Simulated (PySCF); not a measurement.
**How methods differ on the excitation energy of Te⁺**

Te⁺ [Kr] 4d10 5s2 5p3 (4S) → Te⁺ [Kr] 4d10 5s1 5p3 6s1 (6S), as a difference of total energies. Computed with PySCF 2.14 in aug-cc-pwCVTZ-DK3 with one added diffuse shell each of s, p, d, f type (11s10p8d5f1g, 125 functions), with the spin-free X2C one-electron Hamiltonian (Gaussian nucleus). Correlated levels: valence: [Kr] 4d10 frozen; valence and next inner shell: [Ar] 3d10 frozen. The calculations carry no spin-orbit coupling.

| method | excitation energy (eV) |
| --- | --- |
| UHF | 15.375 |
| LDA | 18.000 |
| PBE | 17.681 |
| PBE0 | 17.420 |
| r2SCAN | 17.339 |
| MP2 (valence) | 16.448 |
| SCS-MP2 (valence) | 16.883 |
| MP2 (valence and next inner shell) | 17.498 |
| SCS-MP2 (valence and next inner shell) | 17.715 |

Problem. How much does correlation contribute at MP2 (valence and next inner shell)?

Solution. 17.498 − (15.375) = 2.123 eV, measured against UHF.

The promoted electron is Rydberg-like, and one or two diffuse shells describe it only roughly, which tends to raise the upper state.
